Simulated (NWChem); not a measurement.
Molecule: WN₂H₄S₂; SMILES [NH]=[W](=[NH])([SH])[SH]

```xyz
9

W     -0.2054     0.0088     0.0000
N     -1.2419    -1.3993     0.0000
H     -2.1179    -1.9136     0.0000
N     -1.0688     1.5240     0.0000
H     -1.8852     2.1298     0.0000
S      1.0317     0.0279     2.0129
H      1.1805    -1.3150     2.0890
S      1.0317     0.0279    -2.0129
H      1.1805    -1.3150    -2.0890
```
Atoms are numbered in this order, from 1.

Results from NWChem. The geometry was optimised at PBE0/def2-SVP. No frequency run checked for a minimum. def2 effective core potentials on W; no spin-orbit coupling. Level PBE/def2-SVP: single points from the atomic guess with DIIS by default; each run changes one setting, and all converged runs end within 0.3 mHa of each other. NWChem's automatic level shift, which a small gap switches on, acted in some of these runs.

Q: Which setting needs the most SCF iterations, or fails (defaults; no level shifting; no DIIS, 40 % damping; core-Hamiltonian guess; DIIS on 3 Fock matrices; level shift of 0.5 Ha throughout)?

A: DIIS on 3 Fock matrices, which doesn't converge.
| setting | SCF iterations |
|---|---|
| defaults | 12 |
| no DIIS, 40 % damping | 27 |
| no level shifting | 12 |
| level shift of 0.5 Ha throughout | 20 |
| core-Hamiltonian guess | 18 |
| DIIS on 3 Fock matrices | not converged in 200 |
